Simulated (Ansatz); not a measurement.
Basis-set extrapolation for C2H8B2, SMILES `BCCB` (PBE0-D4/def2-TZVP geometry, frozen core, the Gaussian-basis code of Ansatz). Multiplicity 1, RHF reference.

```json
{"": "HF", "def2-TZVPP": "-129.749901", "def2-QZVPP": "-129.756522"}
{"": "MP2 correlation", "def2-TZVPP": "-0.578331", "def2-QZVPP": "-0.612805"}
{"": "CCSD(T) correlation", "def2-TZVPP": "-0.649341", "def2-QZVPP": "not run"}
```

Energies in hartree. Use E(X) = E(∞) + A·exp(−7.88·√X) for Hartree–Fock and E(X) = E(∞) + B·X^(−2.97) for correlation, with X = 3 and 4, and add CCSD(T) minus MP2 of the smaller set to the MP2 limit.

**Question.** What is the CCSD(T) energy at the basis-set limit?

**Answer.** HF limit: -129.756522 + (-0.006621) × 0.13774 = -129.75743. MP2 limit: -0.612805 + (-0.034474) × 0.74074 = -0.63834. Higher-order term: -0.649341 − (-0.578331) = -0.07101. Total: -130.46678 hartree, 177.3 kJ/mol below CCSD(T)/def2-TZVPP.
